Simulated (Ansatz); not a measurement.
`[SH][GeH3]` + `C[NH][InH2]` → `C[N]([GeH3])[InH2]` + H₂S at 298.15 K and 1 bar (ligand exchange at a Ge–S bond).

Program: Ansatz. Geometries: PBE0-D4/def2-TZVP. ΔE: electronic, gas phase. CBS: MP2 limit from def2 TZ/QZ plus the TZ coupled-cluster correction, frozen cores. This one scheme is used for every species. def2 core potentials past Kr. For Ge, In outer-core shells are correlated without core-valence functions, which leaves a few kJ/mol of doubt a bond. Scalar relativity is left out up to krypton.

```json
{"species": "`[SH][GeH3]`", "CCSD(T)/CBS energy (Eh)": "-2476.30083", "H − E (kJ/mol)": "99.2", "S (J/(mol·K))": "286.9"}
{"species": "`C[NH][InH2]`", "CCSD(T)/CBS energy (Eh)": "-286.14916", "H − E (kJ/mol)": "189.4", "S (J/(mol·K))": "318.2"}
{"species": "`C[N]([GeH3])[InH2]`", "CCSD(T)/CBS energy (Eh)": "-2363.46641", "H − E (kJ/mol)": "230.5", "S (J/(mol·K))": "381.6"}
{"species": "H₂S", "CCSD(T)/CBS energy (Eh)": "-398.97279", "H − E (kJ/mol)": "49.9", "S (J/(mol·K))": "205.7"}
```

H − E and S are ideal-gas, rigid-rotor, harmonic terms from PBE0-D4/def2-TZVP. 1 Eh = 2625.50 kJ/mol, R = 8.31446 J/(mol·K).

**Question.** By hand: ΔE, ΔH, ΔS and ΔG.

**Answer.** ΔE = (-2363.46641) + (-398.97279) − (-2476.30083) − (-286.14916) = 0.01079 Eh = 28.3 kJ/mol. Δ(H − E) = 230.5 + 49.9 − 99.2 − 189.4 = -8.2, so ΔH = 20.1 kJ/mol. ΔS = 381.6 + 205.7 − 286.9 − 318.2 = -17.8 J/(mol·K). ΔG = 20.1 − 298.15 × (-17.8)/1000 = 25.4 kJ/mol.

**Question.** By hand: the equilibrium constant, and the temperature at which ΔG would vanish if ΔH and ΔS stayed fixed.

**Answer.** log₁₀ K = −ΔG/(RT ln 10) = -4.4. ΔH and −TΔS have one sign here, so there is no such temperature.

ΔH outweighs TΔS. A doubt of 5 kJ/mol in ΔE shifts log₁₀ K by 0.9 here. These are equilibria of isolated gas molecules and say nothing of rates. Largest T1 diagnostic: 0.016 (customary marks: 0.02 for closed shells, 0.045 for open ones).
